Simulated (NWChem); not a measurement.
System: AlNH2F2; SMILES [NH2][Al]([F])[F]

The following NWChem deck was run.

```
start job
memory heap 200 mb stack 900 mb global 1100 mb
geometry units angstroms noautosym nocenter noautoz
  Al    -0.000422    -0.035314     0.000000
  F     -1.429519    -0.869354     0.000000
  F      1.409905    -0.900741     0.000000
  N      0.019471     1.713449     0.000000
  H      0.859331     2.279631     0.000000
  H     -0.806595     2.299529     0.000000
end
basis spherical
  * library 6-311g**
end
dft
  xc b3lyp
  iterations 150
end
tddft
  cis
  ecut -13.0
  nroots 6
  notriplet
end
task tddft energy
```

Excerpt of the output:

```
             Northwest Computational Chemistry Package (NWChem) 7.3.0
             --------------------------------------------------------

                             Geometry "geometry" -> ""
                             -------------------------

 Output coordinates in angstroms (scale by  1.889725989 to convert to a.u.)

  No.       Tag          Charge          X              Y              Z
 ---- ---------------- ---------- -------------- -------------- --------------
    1 Al                  13.0000    -0.00042200    -0.03531400     0.00000000
    2 F                    9.0000    -1.42951900    -0.86935400     0.00000000
    3 F                    9.0000     1.40990500    -0.90074100     0.00000000
    4 N                    7.0000     0.01947100     1.71344900     0.00000000
    5 H                    1.0000     0.85933100     2.27963100     0.00000000
    6 H                    1.0000    -0.80659500     2.29952900     0.00000000

 Effective nuclear repulsion energy (a.u.)     158.5807920085

                                 NWChem DFT Module
                                 -----------------

 Summary of "ao basis" -> "ao basis" (spherical)
 ------------------------------------------------------------------------------
       Tag                 Description            Shells   Functions and Types
 ---------------- ------------------------------  ------  ---------------------
 Al                         6-311g**                12       26   6s5p1d
 F                          6-311g**                 8       18   4s3p1d
 N                          6-311g**                 8       18   4s3p1d
 H                          6-311g**                 4        6   3s1p

            General Information
            -------------------
          SCF calculation type: DFT
          Wavefunction type:  closed shell.
          No. of atoms     :     6
          No. of electrons :    40
           Alpha electrons :    20
            Beta electrons :    20
          Charge           :     0
          Spin multiplicity:     1
          Use of symmetry is: off; symmetry adaption is: off
          Maximum number of iterations: 150
          AO basis - number of functions:    92
                     number of shells:    44
          Convergence on energy requested:  1.00D-06
          Convergence on density requested:  1.00D-05
          Convergence on gradient requested:  5.00D-04

              XC Information
              --------------
                         B3LYP Method XC Potential
                     Hartree-Fock (Exact) Exchange  0.200
                        Slater Exchange Functional  0.800 local
                    Becke 1988 Exchange Functional  0.720 non-local
              Lee-Yang-Parr Correlation Functional  0.810
                  VWN I RPA Correlation Functional  0.190 local

             Grid Information
             ----------------
          Grid used for XC integration:  medium
          Radial quadrature: Mura-Knowles
          Angular quadrature: Lebedev.
          Tag              B.-S. Rad. Rad. Pts. Rad. Cut. Ang. Pts.
          ---              ---------- --------- --------- ---------
          Al                  1.25       88          10.0       590
          F                   0.50       49          11.0       434
          N                   0.65       49           8.0       434
          H                   0.35       45          11.0       434
          Grid pruning is: on
          Number of quadrature shells:   325
          Spatial weights used:  Erf1

      Superposition of Atomic Density Guess
      -------------------------------------

 Sum of atomic energies:        -495.99123609

      Non-variational initial energy
      ------------------------------

 Total energy =    -496.620582
 1-e energy   =   -1004.760198
 2-e energy   =     349.558825
 HOMO         =      -0.370780
 LUMO         =      -0.058310

   convergence    iter        energy       DeltaE   RMS-Dens  Diis-err
 ---------------- ----- ----------------- --------- --------- ---------
 d= 0,ls=0.0,diis     1   -498.2445097936 -6.57D+02  1.15D-02  1.43D+00
 d= 0,ls=0.0,diis     2   -498.1699932394  7.45D-02  6.60D-03  2.48D+00
 d= 0,ls=0.0,diis     3   -498.3579422823 -1.88D-01  7.70D-04  5.10D-02
 d= 0,ls=0.0,diis     4   -498.3605156100 -2.57D-03  3.76D-04  6.26D-03
 d= 0,ls=0.0,diis     5   -498.3610711995 -5.56D-04  1.06D-04  6.19D-04
  Resetting Diis
 d= 0,ls=0.0,diis     6   -498.3611320137 -6.08D-05  6.69D-06  2.36D-06
 d= 0,ls=0.0,diis     7   -498.3611321988 -1.85D-07  1.56D-06  6.18D-08

[...]

                                NWChem TDDFT Module
                                -------------------

            General Information
            -------------------
           No. of orbitals :     184
            Alpha orbitals :      92
             Beta orbitals :      92
        Alpha frozen cores :       0
         Beta frozen cores :       0
     Alpha frozen virtuals :       0
      Beta frozen virtuals :       0
         Spin multiplicity :       1
    Number of AO functions :      92
        Use of symmetry is : off
      Symmetry adaption is : off
         Schwarz screening :  0.10D-07

              XC Information
              --------------
                  B3LYP Method XC Potential
              Hartree-Fock (Exact) Exchange   0.20
                 Slater Exchange Functional   0.80 local
             Becke 1988 Exchange Functional   0.72 non-local
       Lee-Yang-Parr Correlation Functional   0.81
           VWN I RPA Correlation Functional   0.19 local

             TDDFT Information
             -----------------
          Calculation type : Tamm-Dancoff TDDFT
         Wavefunction type : Restricted singlets
          No. of electrons :      40
           Alpha electrons :      20
            Beta electrons :      20
              No. of roots :       6
          Max subspacesize :    5200
            Max iterations :     100
               Target root :       1
           Target symmetry : none
             Energy Cutoff :-0.13D+02
      Symmetry restriction : off
                 Algorithm : Optimal
        Davidson threshold :  0.10D-03

    6 smallest eigenvalue differences (eV)
--------------------------------------------------------
  No. Spin  Occ  Vir  Irrep   E(Occ)    E(Vir)   E(Diff)
--------------------------------------------------------
    1    1    4   21 a       -14.297    -0.031   388.202
    2    1    4   22 a       -14.297     0.009   389.298
    3    1    4   23 a       -14.297     0.036   390.027
    4    1    4   24 a       -14.297     0.048   390.362
    5    1    4   25 a       -14.297     0.098   391.704
    6    1    4   26 a       -14.297     0.110   392.048
--------------------------------------------------------

  Entering Davidson iterations
  Restricted singlet excited states

  Iter   NTrls   NConv    DeltaV     DeltaE      Time
  ----  ------  ------  ---------  ---------  ---------
    1      6       0     0.96E-01   0.10+100        6.7
    2     12       0     0.93E-02   0.52E-02        6.7
    3     18       1     0.52E-01   0.29E-03        6.7
    4     23       5     0.59E-02   0.39E-02        6.3
    5     24       5     0.67E-03   0.19E-04        4.7
    6     25       6     0.92E-04   0.65E-07        4.7
  ----  ------  ------  ---------  ---------  ---------
  Convergence criterion met

  Ground state a        -498.361132198843 a.u.

  ----------------------------------------------------------------------------
  Root   1 singlet a             14.217811554 a.u.              386.8865 eV
  ----------------------------------------------------------------------------
     Transition Moments    X  0.00020   Y  0.01708   Z -0.00000
     Dipole Oscillator Strength                    0.0027651822
     Electric Quadrupole                           0.0000614486
     Magnetic Dipole                               0.0000000000
     Total Oscillator Strength                     0.0028266308

     Occ.    4  a   ---  Virt.   21  a       -0.99755
  ----------------------------------------------------------------------------
  Root   2 singlet a             14.254449646 a.u.              387.8835 eV
  ----------------------------------------------------------------------------
     Transition Moments    X  0.00000   Y  0.00000   Z -0.03693
     Dipole Oscillator Strength                    0.0129603292
     Electric Quadrupole                           0.0002339531
     Magnetic Dipole                               0.0003719333
     Total Oscillator Strength                     0.0135662156

     Occ.    4  a   ---  Virt.   22  a       -0.99367
     Occ.    4  a   ---  Virt.   26  a       -0.10128
  ----------------------------------------------------------------------------
  Root   3 singlet a             14.283889698 a.u.              388.6846 eV
  ----------------------------------------------------------------------------
     Transition Moments    X  0.00041   Y  0.03384   Z  0.00000
     Dipole Oscillator Strength                    0.0109055401
     Electric Quadrupole                           0.0002517326
     Magnetic Dipole                               0.0000000001
     Total Oscillator Strength                     0.0111572728

     Occ.    4  a   ---  Virt.   23  a        0.96981
     Occ.    4  a   ---  Virt.   27  a       -0.23673
  ----------------------------------------------------------------------------
  Root   4 singlet a             14.303741061 a.u.              389.2248 eV
  ----------------------------------------------------------------------------
     Transition Moments    X  0.03181   Y -0.00037   Z  0.00000
     Dipole Oscillator Strength                    0.0096497243
     Electric Quadrupole                           0.0001755770
     Magnetic Dipole                               0.0002872776
     Total Oscillator Strength                     0.0101125789

[...]
```

Level: B3LYP/6-311G** (spherical d), restricted-window TDA. Geometry: optimised at PBE0/def2-SVP. The quadrupole and magnetic terms of the printed total strengths depend on the origin.
